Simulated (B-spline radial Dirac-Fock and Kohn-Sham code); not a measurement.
## Magnetic form factor of the 3d shell of Ir⁵²⁺

System: iridium as Ir⁵²⁺, configuration 1s2 2s2 2p6 3s2 3p6 3d7.

These are calculated numbers from a radial atomic solver; the model is Dirac-Fock densities. ⟨j_K⟩ is the integral of the 3d radial density with the spherical Bessel function j_K(4πsr), s = sin θ/λ.

```
s (Å⁻¹)    ⟨j0⟩    ⟨j2⟩    ⟨j4⟩
      0  1.0000  0.0000  0.0000
   0.05  0.9994  0.0002  0.0000
    0.1  0.9977  0.0009  0.0000
   0.15  0.9948  0.0021  0.0000
    0.2  0.9909  0.0037  0.0000
   0.25  0.9857  0.0057  0.0000
    0.3  0.9795  0.0081  0.0000
   0.35  0.9723  0.0110  0.0000
    0.4  0.9639  0.0143  0.0001
   0.45  0.9546  0.0180  0.0001
    0.5  0.9442  0.0220  0.0002
    0.6  0.9207  0.0312  0.0004
    0.7  0.8936  0.0415  0.0008
    0.8  0.8634  0.0529  0.0013
    0.9  0.8303  0.0652  0.0020
      1  0.7949  0.0780  0.0029
    1.1  0.7575  0.0913  0.0041
    1.2  0.7185  0.1047  0.0056
    1.4  0.6376  0.1312  0.0096
    1.6  0.5551  0.1561  0.0150
```

Radial moments of the shell: ⟨r²⟩ = 0.03117, ⟨r⁴⟩ = 0.001639, ⟨r⁶⟩ = 0.0001307 in powers of bohr.
